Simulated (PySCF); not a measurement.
# C₆ coefficients of unlike pairs at PBE

Calculated with PySCF 2.14 from the dipole response of each species, C₆(A,B) = (3/π) ∫ α_A(iu) α_B(iu) du, in atomic units, from isotropic polarisabilities. For ions this is the dispersion term alone; charge-induced terms of lower order in 1/R come first.

```csv
species,configuration,basis,relativity,α (bohr³),C₆ (like pair)
I⁺,[Kr] 4d10 5s2 5p4 (3P),aug-cc-pwCVTZ-DK3 (10s9p7d4f1g),spin-free X2C,20.62,179.4
Ag⁺,[Kr] 4d10 (1S),aug-cc-pwCVTZ-PP with ECP28MDF (8s8p7d4f3g),core potential,10.31,61.22
N,[He] 2s2 2p3 (4S),aug-cc-pVQZ (6s5p4d3f2g),none,8.244,28.36
```

Question: Estimate C₆ for Ag⁺ with I⁺.

Answer: The integral gives 102.7. The combination rule 2 C_A C_B / (C_A α_B/α_A + C_B α_A/α_B) gives 103.6 and the geometric mean 104.8.

No spin-orbit coupling is included.

The other pairs:

| pair | C₆ |
| --- | --- |
| N, Ag⁺ | 40.81 |
| N, I⁺ | 71.29 |
